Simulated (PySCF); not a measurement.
PySCF input for CH2N, SMILES C#[NH+], charge +1, PBE0-D3(BJ)/def2-TZVPD. Coordinates come from a PBE0-D3(BJ)/def2-TZVPD optimisation. The isomer is the one that the SMILES or the coordinates give; other isomers of the formula were not compared.

```python
import numpy as np
from pyscf import gto, scf, dft, df
from pyscf.hessian import thermo

mol = gto.M(
    atom='''
    C     0.00000000    0.00000000    0.59735590
    N     0.00000000    0.00000000   -0.53118462
    H     0.00000000    0.00000000    1.68046019
    H     0.00000000    0.00000000   -1.54630327
    ''',
    basis='def2-TZVPD',
    charge=1,
    spin=0,
    max_memory=1600,
    verbose=3,
)
mf = dft.RKS(mol, xc='pbe0').density_fit(auxbasis='def2-universal-jkfit')
mf.disp = 'd3bj'
mf.grids.level = 3
mf.conv_tol = 1e-11
mf.max_cycle = 100
mf.kernel()

# analytic Hessian; the response equations are solved on a coarser grid
h, args, fine = mf.Hessian(), (mf.mo_energy, mf.mo_coeff, mf.mo_occ), mf.grids
h.max_memory = max(150, 2.5e-5 * df.make_auxmol(mol, mf.with_df.auxbasis).nao * mol.nelec[0] * (mol.nelec[0] + mol.nao))  # MB; small integral blocks
h1ao = h.make_h1(mf.mo_coeff, mf.mo_occ)
mf.grids = dft.Grids(mol).set(level=1).build(with_non0tab=True)
mo1, mo_e1 = h.solve_mo1(*args, h1ao)
mf.grids = fine
hess = h.hess_elec(*args, mo1, mo_e1, h1ao) + h.hess_nuc()
if mf.do_disp():
    hess += h.get_dispersion()
for i in range(mol.natm):  # the analytic DFT Hessian lacks the response of the grid: restore translational invariance
    hess[i, i] -= hess[i].sum(axis=0)
hess = (hess + hess.transpose(1, 0, 3, 2)) / 2
vib = thermo.harmonic_analysis(mol, hess, imaginary_freq=False)
thermo.dump_normal_mode(mol, vib)
th = thermo.thermo(mf, vib['freq_au'][vib['freq_au'] > 0], 298.15, 101325)
thermo.dump_thermo(mol, th)
g0 = mf.nuc_grad_method().set(verbose=0).kernel()

# dipole derivatives [dipole axis, atom, xyz] from the same response
r, irp = mol.intor('int1e_r'), mol.intor('int1e_irp').reshape(3, 3, mol.nao, mol.nao)
sl, dm0, ok = mol.aoslice_by_atom(), np.array(mf.make_rdm1()), []
dmu = np.einsum('a,xt->xat', mol.atom_charges(), np.eye(3))
for a, (_, _, p0, p1) in enumerate(sl):
    dmu[:, a] += 2 * np.einsum('xtij,ij->xt', irp[:, :, :, p0:p1], dm0.reshape(-1, mol.nao, mol.nao).sum(0)[:, p0:p1])
    for u, c, occ, f in [(mo1, mf.mo_coeff, mf.mo_occ, 4)]:
        dmu[:, a] -= f * np.einsum('tui,xuv,vi->xt', u[a], r, c[:, occ > 0], optimize=True)
L = vib['norm_mode']
ir = 974.8801 * (np.einsum('xat,kat->kx', dmu, L) ** 2).sum(1)       # km/mol
apt = np.einsum('xax->a', dmu) / 3
print('mode   freq/cm-1   IR/(km/mol)')
for k, w in enumerate(vib['freq_wavenumber']):
    print(f'{k + 1:4d} {w:11.2f} {ir[k]:13.3f}')
print('max |gradient| / (hartree/bohr):', abs(g0).max())
print('APT charges:', apt.round(4))
```

Program output:

```
converged SCF energy = -93.6286564219876

WARN: DFTD3 does not support analytical Hessian, using finite difference


WARN: Mole.unit (angstrom) is changed to Bohr

Mode                                 0                   1                   2
Irrep
Freq [cm^-1]                      681.7051            681.7051            845.8391
Reduced mass [au]                   1.3436              1.3436              1.2227
Force const [Dyne/A]                0.3679              0.3679              0.5154
Char temp [K]                     980.8218            980.8218           1216.9741
Normal mode                   x     y     z       x     y     z       x     y     z
       0   C                 0.00  0.07 -0.00    0.07 -0.00  0.00    0.00 -0.12  0.00
       1   N                -0.00 -0.12  0.00   -0.12  0.00 -0.00   -0.00  0.03 -0.00
       2   H                -0.00 -0.06 -0.00   -0.06  0.00  0.00   -0.02  0.86  0.00
       3   H                 0.00  0.85  0.00    0.85 -0.00 -0.00   -0.00  0.25 -0.00
Mode                                 3                   4                   5
Irrep
Freq [cm^-1]                      845.8391           2266.8300           3322.4611
Reduced mass [au]                   1.2227              3.2339              1.1733
Force const [Dyne/A]                0.5154              9.7907              7.6307
Char temp [K]                    1216.9741           3261.4637           4780.2819
Normal mode                   x     y     z       x     y     z       x     y     z
       0   C                 0.12  0.00  0.00   -0.00  0.00  0.18    0.00  0.00 -0.11
       1   N                -0.03 -0.00 -0.00    0.00 -0.00 -0.16   -0.00  0.00  0.01
       2   H                -0.86 -0.02  0.00    0.00 -0.00  0.40   -0.00 -0.00  0.87
       3   H                -0.25 -0.00 -0.00   -0.00  0.00 -0.30    0.00 -0.00  0.28
Mode                                 6
Irrep
Freq [cm^-1]                     3648.5544
Reduced mass [au]                   1.1983
Force const [Dyne/A]                9.3982
Char temp [K]                    5249.4574
Normal mode                   x     y     z
       0   C                -0.00  0.00  0.06
       1   N                 0.00 -0.00 -0.10
       2   H                 0.00 -0.00 -0.18
       3   H                 0.00 -0.00  0.89
temperature 298.1500 [K]
pressure 101325.00 [Pa]
Rotational constants [GHz] inf 37.45151 37.45151
Symmetry number 1
Zero-point energy (ZPE) 0.02801 [Eh]   73528.073 [J/mol]
                           tot       elec      trans        rot        vib
Entropy [J/mol/K]       205.330      0.000    150.319     50.812      4.199
Cv [J/mol/K]             32.877      0.000     12.472      8.314     12.091
Cp [J/mol/K]             41.192      0.000     20.786      8.314     12.091
Internal energy [J/mol]                      3718.434   2478.956  74507.304
Internal energy [Eh]   -93.59792  -93.62866
Enthalpy [J/mol]                             6197.391   2478.956  74507.304
Enthalpy [Eh]          -93.59697
Gibbs free energy [J/mol]                  -38620.272 -12670.593  73255.346
Gibbs free energy [Eh] -93.62029
mode   freq/cm-1   IR/(km/mol)
   1      681.71       118.355
   2      681.71       118.355
   3      845.84        60.602
   4      845.84        60.602
   5     2266.83        29.843
   6     3322.46       369.789
   7     3648.55       409.539
max |gradient| / (hartree/bohr): 4.5852756783020345e-05
APT charges: [ 0.409  -0.2495  0.3365  0.504 ]
```

Self-consistency was reached.

Cost: very roughly 8 core-seconds.
